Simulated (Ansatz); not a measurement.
Ansatz (a program for electronic structure) input file for CH3F3Zr, SMILES [CH3][Zr]([F])([F])[F], multiplicity 1, CAM-B3LYP/def2-SVPD. Geometry optimised at r2SCAN-D4/def2-SVP. The spin state was assumed, not searched. The structure was generated by enumeration; whether it is a known compound was not checked. The def2 effective core potentials stand for the cores of Zr; spin–orbit coupling is left out.

Ansatz 0.2 input:
```yaml
crystal:
  periodic: [false, false, false]
  atoms:
    - {symbol: Zr, position_ang: [0.00000000, -0.00000000, 0.08892908]}
    - {symbol: F, position_ang: [-1.58585947, 0.91559639, 0.61750600]}
    - {symbol: F, position_ang: [1.58585947, 0.91559639, 0.61750599]}
    - {symbol: F, position_ang: [-0.00000000, -1.83119278, 0.61750599]}
    - {symbol: C, position_ang: [-0.00000001, -0.00000000, -2.11421286]}
    - {symbol: H, position_ang: [-0.00000001, 1.03053810, -2.51484927]}
    - {symbol: H, position_ang: [-0.89247218, -0.51526904, -2.51484928]}
    - {symbol: H, position_ang: [0.89247216, -0.51526905, -2.51484928]}
basis:
  gaussian:
    orbitals: def2-SVPD
hamiltonian:
  xc: {name: CAM-B3LYP}
```

Output:

```
WARN ansatz: RAYON_NUM_THREADS=1 ignored (pool sized by the plan → 1); use --threads N
Functional definition: CAM-B3LYP
integrals: 0.09 GiB planned
1238 factors; their error is unknown
integrals: 0.12 GiB planned
455 factors; integrals over basis functions are off by at most 2.1e-5 eV
mean field: 0.81 GiB planned
mean field evaluation 1: about -10503.2539 eV, gradient 7.6e1 eV
mean field evaluation 2: about -10484.5332 eV, gradient 1.3e2 eV
mean field evaluation 4: about -10513.9212 eV, gradient 4.5e0 eV
mean field evaluation 8: about -10513.9627 eV, gradient 3.1e-2 eV
mean field evaluation 16: about -10514.0114 eV, gradient 2.4e-5 eV
mean field -10514.01135316 eV, -386.3827905759 hartree, gradient 2.4e-5 eV, S^2 0.000000; 0 other end points of the search recorded, 0 dependent functions left out
reference -10514.01150785 eV, -386.3827962607 hartree; 24, 24 occupied and 123, 123 virtual orbitals, 1238 factors
Total energy: -10514.01150785 eV, -386.3827962607 hartree
```

Self-consistency was reached.

Cost: around 8 core-seconds (rough).
